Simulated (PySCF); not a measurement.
Spin-rotation constants: SMILES [C@@H]1(F)CC[Si@@H]1P, C$_{3}$H$_{8}$FPSi

Geometry:
```csv
atom,x (Å),y (Å),z (Å)
F1,0.137,2.158,0.410
C2,-0.378,1.153,-0.392
C3,-1.488,0.352,0.298
C4,-1.006,-1.084,0.020
Si5,0.705,-0.444,-0.566
P6,2.272,-0.541,1.029
H7,-0.702,1.647,-1.311
H8,-1.476,0.571,1.365
H9,-2.484,0.565,-0.087
H10,-1.592,-1.562,-0.761
H11,-1.037,-1.728,0.895
H12,1.082,-0.755,-1.952
H13,2.718,0.754,0.822
H14,3.249,-1.085,0.208
```

Level of theory: PySCF, GIAO OLYP/6-31G magnetisability, rotational g tensor and spin-rotation constants, non-relativistic, gas phase. Geometry: GFN2-xTB.

**Question.** Give the nuclear spin-rotation constants along the inertial axes (H = +C I·J) beside the isotropic shieldings.

**Answer.** Rotational constants 3.0829, 1.7370, 1.3396 GHz. A star marks the isotopologue with that one atom substituted, in its own axes.
| atom | isotope | Caa (kHz) | Cbb (kHz) | Ccc (kHz) | mean (kHz) | σ (ppm) |
| --- | --- | --- | --- | --- | --- | --- |
| F1 | 19F | 2.388 | 0.996 | 0.456 | 1.280 | 374.0 |
| P6 | 31P | 2.226 | 1.109 | 1.113 | 1.483 | 665.6 |
| H7 | 1H | -0.094 | -0.198 | -0.001 | -0.097 | 27.6 |
| H8 | 1H | -0.362 | -0.165 | 0.035 | -0.164 | 30.0 |
| H9 | 1H | 0.105 | -0.190 | -0.147 | -0.077 | 30.0 |
| H10 | 1H | -0.288 | -0.053 | -0.126 | -0.156 | 31.8 |
| H11 | 1H | -0.306 | -0.177 | -0.020 | -0.168 | 31.7 |
| H12 | 1H | -0.293 | -0.148 | 0.038 | -0.135 | 27.9 |
| H13 | 1H | -0.366 | -0.012 | -0.149 | -0.175 | 31.7 |
| H14 | 1H | -0.178 | -0.212 | -0.083 | -0.158 | 32.0 |
| C2 | 13C* | 0.785 | 0.334 | 0.333 | 0.484 | 108.9 |
| C3 | 13C* | 0.547 | 0.215 | 0.216 | 0.326 | 160.5 |
| C4 | 13C* | 0.291 | 0.234 | 0.149 | 0.225 | 187.5 |
| Si5 | 29Si* | -1.714 | -0.914 | -0.803 | -1.144 | 409.9 |

For the geometry as given, no vibrational averaging.
